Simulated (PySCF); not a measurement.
Compound: CH4BIO.
Numbering: `[CH3:1][O:2][BH:3][I:4]` (hydrogens: H5, H6, H7 on C1; H8 on B3)

Geometry (PBE0-D3(BJ)/def2-SVP, Å), atoms numbered from 1 in this order:
```
atom  x, y, z in Å
C1    -1.1009   -0.3795    0.0659
O2    -0.1861    0.6894    0.0252
B3     1.1257    0.6716   -0.1710
I4     2.2545   -1.1446   -0.4954
H5    -0.6010   -1.3498   -0.0774
H6    -1.6101   -0.3678    1.0402
H7    -1.8497   -0.2311   -0.7253
H8     1.7388    1.7064   -0.1715
```

Level of theory: PBE0-D3(BJ)/def2-SVP geometry optimisation, gas phase, def2 core potentials past Kr (PySCF).

Masses are those of the commonest isotopes; rigid-rotor values at the optimised geometry. The values belong to one conformer with, in the numbering `[CH3:1][O:2][BH:3][I:4]`, C1–O2–B3–I4 0°.

(1) Give the principal moments of inertia and the rotational constants in MHz.

(2) Classify the top.

(3) What does the inertial defect say?

(4) Give the other two planar moments, Paa and Pbb, and the rms extents of the mass along the axes.

(5) List the rotational levels J(Ka,Kc) to J = 3 (cm⁻¹).

(6) Which types of transition are allowed, and where do some lines up to J = 5 fall?

(7) Estimate the classical rotational partition function at 10 K, 50 K and 200 K.

Results:

(1) Ia = 37.31, Ib = 279.61, Ic = 313.71 u·Å²; 505379 MHz·u·Å²/I gives A = 13544, B = 1807, C = 1611 MHz.

(2) A near-prolate asymmetric top: κ = (2 × 1807 − 13544 − 1611)/(13544 − 1611) = -0.97.

(3) Not planar: Δ = Ic − Ia − Ib = -3.22 u·Å². For a rigid frame Δ = −2 Σ m c², so Σ m c² = 1.61 u·Å² lies off the ab plane, practically all of it from hydrogen. The atom farthest from that plane is 0.90 Å away.

(4) Paa = Σ m a² = (Ib + Ic − Ia)/2 = 278.00 and Pbb = Σ m b² = (Ia + Ic − Ib)/2 = 35.71 u·Å². With the mass M = 169.94 u, the rms extents √(P/M) along a, b and c are 1.28, 0.46, 0.10 Å.

(5) Above 0(0,0):
J = 1: 1(0,1) 0.1140, 1(1,1) 0.5055, 1(1,0) 0.5121
J = 2: 2(0,2) 0.3420, 2(1,2) 0.7270, 2(1,1) 0.7467, 2(2,1) 1.9211, 2(2,0) 1.9212
J = 3: 3(0,3) 0.6838, 3(1,3) 1.0592, 3(1,2) 1.0985, 3(2,2) 2.2632, 3(2,1) 2.2636, 3(3,1) 4.2370, 3(3,0) 4.2370
The levels of one J sum to (2J + 1)J(J + 1)(A + B + C)/3.

(6) The dipole components are |μa| = 1.74 D, |μb| = 1.26 D, |μc| = 0.00 D; the mirror of this Cs structure is the ab plane, so μc vanishes by symmetry and there are no c-type lines. The squared components, which scale the intensities, stand as 1.00 : 0.53 (a : b). Some of the stronger lines:

```
type  branch         J(Ka,Kc)    MHz  lower level (cm⁻¹)
   a       R  2(0,2) ← 1(0,1)   6834               0.114
   a       R  3(2,1) ← 2(2,0)  10265               1.921
   b       Q  2(1,1) ← 2(0,2)  12132               0.342
   a       R  4(0,4) ← 3(0,3)  13649               0.684
   a       R  4(3,1) ← 3(3,0)  13679               4.237
   a       R  5(1,5) ← 4(1,4)  16591               1.502
   b       Q  4(2,2) ← 4(1,3)  34563               1.568
   b       Q  2(2,0) ← 2(1,1)  35211               0.747
   b       Q  5(2,4) ← 5(1,5)  36987               2.055
   b       Q  3(3,0) ← 3(2,1)  59162               2.264
   b       Q  4(3,2) ← 4(2,3)  59181               2.719
   b       R  3(3,1) ← 2(2,0)  69427               1.921
   b       R  5(3,3) ← 4(2,2)  76245               2.720
   b       Q  5(4,1) ← 5(3,2)  82834               5.264
   b       Q  5(4,2) ← 5(3,3)  82835               5.264
```

(7) Point group Cs, symmetry number σ = 1; q = (√π/σ)·√((kT/h)³/(ABC)), k/h = 20836.6 MHz/K: 849 at 10 K, 9490 at 50 K, 75900 at 200 K.

No PBE0-D3(BJ)/def2-SVP frequencies stand behind this structure, so it isn't proved a minimum. These are rigid-rotor constants of the computed structure; measured ground-state constants (B0) also hold zero-point vibration. A rigid rotor knows nothing of internal rotation, which can split or shift real lines. Quadrupole hyperfine structure (11B, 127I) is left out.

Hardware: an Arm Neoverse V2 with one thread, shared host. Cost: 19 s wall, 0.37 GiB resident at most. These figures are those of the optimisation.
